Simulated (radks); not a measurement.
The numbers below are computed, except where a source is named.
Q: The mean radii <r> (bohr) of the occupied orbitals of an atom or ion are listed with their occupations. Level of theory: scalar-relativistic Kohn-Sham, PW91, spin-polarised, spherical densities, finite nucleus; Fermi nuclear charge, rms radius of each element as measured or else 0.836 A^(1/3) + 0.57 fm (a radial shooting solver on a logarithmic mesh with Libxc functionals).

orbital  occ.      <r>
1s up       1  0.06959
1s down     1  0.06959
2s up       1   0.3248
2s down     1   0.3245
2p up       3   0.2896
2p down     3   0.2894
3s up       1   0.9714
3s down     1   0.9747
3p up       3    1.021
3p down     2    1.027
3d up       1    1.134

Name the element and its charge. Open shells, if any, are filled with parallel spins first.

A: Z = 22, titanium, charge +4: Ti4+ in [Ne] 3s2 3p5 3d1. The 1s radius gives Z: for a bare nucleus <r> = (2 gamma + 1)/(2Z) with gamma = sqrt(1 - (Z/c)^2), 0.06759 bohr for Z = 22, and screening makes it slightly larger (0.06959 here). The occupations add up to 18, and the charge is Z minus that.
